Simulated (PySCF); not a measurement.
C8H12GeO.
Cartesian coordinates in Å at the PBE0-D3(BJ)/def2-SVP level; atoms count from 1:
```
atom  x, y, z in Å
C1     3.4704   -0.3117    0.9751
C2     2.5658    0.3140    1.7803
O3     1.3494    0.3226    1.2049
C4     1.4445   -0.3063   -0.0012
Ge5   -0.1722   -0.4435   -1.0573
C6    -1.1012    1.2883   -1.2121
C7    -2.5331    0.9662   -0.7673
C8    -2.5027   -0.0748    0.3572
C9    -1.6660   -1.2814   -0.0836
C10    2.7397   -0.7150   -0.1846
H11    4.5273   -0.4650    1.1829
H12    2.6406    0.7869    2.7567
H13    0.2172   -1.1310   -2.3794
H14   -0.6176    1.9872   -0.5103
H15   -1.0482    1.7356   -2.2148
H16   -3.0991    0.5502   -1.6203
H17   -3.0745    1.8729   -0.4498
H18   -2.0405    0.3807    1.2513
H19   -3.5244   -0.3695    0.6497
H20   -1.3363   -1.9098    0.7558
H21   -2.2331   -1.9225   -0.7785
H22    3.1242   -1.2454   -1.0539
```

Theory: PySCF 2.14.0, PBE0-D3(BJ)/def2-SVP geometry optimisation, gas phase.

Masses are those of the commonest isotopes; rigid-rotor values at the optimised geometry. The values belong to one conformer with, in the numbering `[cH:1]1[cH:2][o:3][c:4]([GeH:5]2[CH2:6][CH2:7][CH2:8][CH2:9]2)[cH:10]1`, O3–C4–Ge5–C6 49°, C4–Ge5–C6–C7 -128°, Ge5–C6–C7–C8 36°, C6–C7–C8–C9 -52°, C7–C8–C9–Ge5 39°.

(1) Give the principal moments of inertia and the rotational constants in MHz.

(2) What kind of rotor is it?

(3) What does the inertial defect say?

(4) Which types of transition are allowed, and where do some lines up to J = 2 fall?

(5) Estimate the classical rotational partition function at 50 K, 200 K and 298.15 K.

## Answers

(1) Ia = 225.14, Ib = 794.19, Ic = 855.92 u·Å²; 505379 MHz·u·Å²/I gives A = 2245, B = 636.3, C = 590.5 MHz.

(2) A near-prolate asymmetric top. Ray's parameter κ = (2B − A − C)/(A − C) = -0.945; −1 is the prolate and +1 the oblate limit.

(3) Not planar: Δ = Ic − Ia − Ib = -163.41 u·Å². For a rigid frame Δ = −2 Σ m c², so Σ m c² = 81.71 u·Å² lies off the ab plane: 21.04 from hydrogen and 60.67 from heavier atoms. The atom farthest from that plane is 2.26 Å away.

(4) The dipole components are |μa| = 0.12 D, |μb| = 0.13 D, |μc| = 0.01 D. The squared components, which scale the intensities, stand as 0.76 : 1.00 : 0.01 (a : b : c). Some lines, for components of 0.1 D or more:

```csv
type,branch,"J(Ka,Kc)",MHz,lower level (cm⁻¹)
b,R,"2(0,2) ← 1(1,1)",844,0.095
a,R,"1(0,1) ← 0(0,0)",1227,0.000
b,Q,"1(1,0) ← 1(0,1)",1654,0.041
b,Q,"2(1,1) ← 2(0,2)",1701,0.123
a,R,"2(1,2) ← 1(1,1)",2408,0.095
a,R,"2(0,2) ← 1(0,1)",2453,0.041
b,R,"2(1,2) ← 1(0,1)",4016,0.041
b,Q,"2(2,0) ← 2(1,1)",4826,0.179
b,Q,"2(2,1) ← 2(1,2)",4963,0.175
b,R,"2(2,0) ← 1(1,1)",7372,0.095
```

(5) Point group C1, symmetry number σ = 1; q = (√π/σ)·√((kT/h)³/(ABC)), k/h = 20836.6 MHz/K: 64900 at 50 K, 519000 at 200 K, 945000 at 298.15 K.

PBE0-D3(BJ)/def2-SVP frequencies: not computed here. These are rigid-rotor constants of the computed structure; measured ground-state constants (B0) also hold zero-point vibration.
